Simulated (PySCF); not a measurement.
C₆H₁₀N₂.
Numbering: `[CH3:1][CH:2]([CH3:3])[c:4]1[n:5][cH:6][cH:7][nH:8]1` (hydrogens: H9, H10, H11 on C1; H12 on C2; H13, H14, H15 on C3; H16 on C6; H17 on C7; H18 on N8)

The same species was optimised twice, with GFN2-xTB and with PBE0-D3(BJ)/def2-SVP (PySCF), and the same property calculations (PySCF, gas phase) were run on both structures.

| coordinate | GFN2-xTB | PBE0-D3(BJ)/def2-SVP | change |
| --- | --- | --- | --- |
| C6–C7 (Å) | 1.363 | 1.373 | +0.010 |
| N5–C6 (Å) | 1.359 | 1.368 | +0.009 |
| C4–N5 (Å) | 1.306 | 1.313 | +0.007 |
| C7–N8 (Å) | 1.368 | 1.373 | +0.005 |
| C2–C4 (Å) | 1.492 | 1.497 | +0.005 |
| C4–N8 (Å) | 1.360 | 1.365 | +0.005 |
| C2–C3 (Å) | 1.531 | 1.529 | -0.002 |
| C1–C2 (Å) | 1.531 | 1.529 | -0.002 |
| C3–C2–C4 (°) | 110.8 | 111.8 | +1.0 |
| C1–C2–C4 (°) | 110.8 | 111.8 | +1.0 |
| C1–C2–C3 (°) | 110.9 | 111.7 | +0.8 |
| C6–C7–N8 (°) | 105.6 | 104.9 | -0.7 |
| C4–N8–C7 (°) | 107.1 | 107.8 | +0.7 |
| C2–C4–N5 (°) | 125.4 | 125.9 | +0.5 |
| N5–C6–C7 (°) | 110.1 | 110.5 | +0.4 |
| C2–C4–N8 (°) | 123.7 | 123.4 | -0.3 |
| C1–C2–C4–N5 (°) | 118 | 117 | -1 |

Rotational constants: A = 4383, B = 1427, C = 1399 MHz (GFN2-xTB) against A = 4348, B = 1406, C = 1381 MHz (PBE0-D3(BJ)/def2-SVP). Point groups within 0.08 Å: Cs and Cs. Atoms that the bonding makes alike are paired by their places after alignment.

On the GFN2-xTB structure: lowest singlet, TDDFT (eV) 5.93 [CAM-B3LYP/def2-SVPD]; isotropic polarisability (au) 82.0 [CAM-B3LYP/def2-SVPD]; HOMO (eV) -7.67 [CAM-B3LYP/def2-SVPD]; LUMO (eV) 1.02 [CAM-B3LYP/def2-SVPD]; dipole (D) 3.50 [CAM-B3LYP/def2-SVPD]; HOMO (eV) -6.38 [PBE0/pcSseg-1]; LUMO (eV) 0.89 [PBE0/pcSseg-1]; dipole (D) 3.48 [PBE0/pcSseg-1]; GIAO shielding of C1/C3 (mean) (ppm) 161.5 [PBE0/pcSseg-1]; GIAO shielding of C2 (ppm) 153.2 [PBE0/pcSseg-1]; GIAO shielding of C4 (ppm) 32.4 [PBE0/pcSseg-1]; GIAO shielding of N5 (ppm) -28.6 [PBE0/pcSseg-1]; GIAO shielding of C6 (ppm) 53.3 [PBE0/pcSseg-1]; GIAO shielding of C7 (ppm) 68.6 [PBE0/pcSseg-1]; GIAO shielding of N8 (ppm) 97.4 [PBE0/pcSseg-1].

Problem. What do these properties become on the PBE0-D3(BJ)/def2-SVP structure?

Solution. 
| property | level | on GFN2-xTB | on PBE0-D3(BJ)/def2-SVP | change |
| --- | --- | --- | --- | --- |
| lowest singlet, TDDFT (eV) | CAM-B3LYP/def2-SVPD | 5.93 | 5.93 | 0.00 |
| isotropic polarisability (au) | CAM-B3LYP/def2-SVPD | 82.0 | 83.5 | +1.5 |
| HOMO (eV) | CAM-B3LYP/def2-SVPD | -7.67 | -7.67 | 0.00 |
| LUMO (eV) | CAM-B3LYP/def2-SVPD | 1.02 | 1.01 | -0.01 |
| dipole (D) | CAM-B3LYP/def2-SVPD | 3.50 | 3.52 | +0.02 |
| energy, GFN2-xTB geometry as zero (kcal/mol) | CAM-B3LYP/def2-SVPD | 0.0 | -0.9 | -0.9 |
| HOMO (eV) | PBE0/pcSseg-1 | -6.38 | -6.39 | -0.01 |
| LUMO (eV) | PBE0/pcSseg-1 | 0.89 | 0.85 | -0.04 |
| dipole (D) | PBE0/pcSseg-1 | 3.48 | 3.51 | +0.03 |
| energy, GFN2-xTB geometry as zero (kcal/mol) | PBE0/pcSseg-1 | 0.0 | -0.6 | -0.6 |
| GIAO shielding of C1/C3 (mean) (ppm) | PBE0/pcSseg-1 | 161.5 | 159.9 | -1.6 |
| GIAO shielding of C2 (ppm) | PBE0/pcSseg-1 | 153.2 | 152.7 | -0.5 |
| GIAO shielding of C4 (ppm) | PBE0/pcSseg-1 | 32.4 | 31.2 | -1.2 |
| GIAO shielding of N5 (ppm) | PBE0/pcSseg-1 | -28.6 | -32.0 | -3.4 |
| GIAO shielding of C6 (ppm) | PBE0/pcSseg-1 | 53.3 | 50.8 | -2.5 |
| GIAO shielding of C7 (ppm) | PBE0/pcSseg-1 | 68.6 | 66.0 | -2.6 |
| GIAO shielding of N8 (ppm) | PBE0/pcSseg-1 | 97.4 | 93.6 | -3.8 |

The heavy atoms differ by 0.015 Å rms after alignment (one structure mirrored). Among bonds between heavy atoms N5–C6 and C6–C7 change most and about equally (+0.009 to +0.010 Å). Changes are differences of the printed values. Neither structure is proved a minimum here.

Shape of the structure used: `[CH3:1][CH:2]([CH3:3])[c:4]1[n:5][cH:6][cH:7][nH:8]1`: C1–C2–C4–N5 117°.
